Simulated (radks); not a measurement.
Spherical jellium clusters: N electrons in a uniform positive sphere of charge N and radius rs N^(1/3), rs = 4.27 bohr. Method: non-relativistic Kohn-Sham, PBE, spin-polarised, spherical densities; computed with a radial shooting solver with Libxc functionals. Levels are named by radial order and angular momentum (1s, 1p, 1d, 2s, ...), and open shells are averaged over m.

N = 8, configuration 1s2 1p6. This is the lowest configuration that the search found. Occupied and some empty levels:

| level | occupation | eigenvalue (eV) | <r> (bohr) |
|---|---|---|---|
| 1s | 2 | -4.1277 | 5.734 |
| 1p | 6 | -3.0557 | 6.889 |
| 1d | 0 | -1.7472 | 7.979 |
| 2s | 0 | -1.2702 | 7.980 |
| 1f | 0 | -0.37042 | 9.648 |

Energy (eV): total -14.8510, kinetic 11.785, external -240.54, Hartree 118.63, exchange-correlation -27.084, background 122.36.

Electron density:

| r (bohr) | n(r) (e/bohr^3) |
|---|---|
| 0.626 | 0.001969 |
| 1.67 | 0.002409 |
| 2.72 | 0.003066 |
| 3.77 | 0.003640 |
| 4.81 | 0.003814 |
| 5.86 | 0.003406 |
| 6.90 | 0.002508 |
| 7.95 | 0.001484 |
| 9.00 | 0.0007019 |
| 10.0 | 0.0002850 |
| 11.1 | 0.0001069 |
| 12.1 | 0.00003897 |
| 13.2 | 0.00001368 |
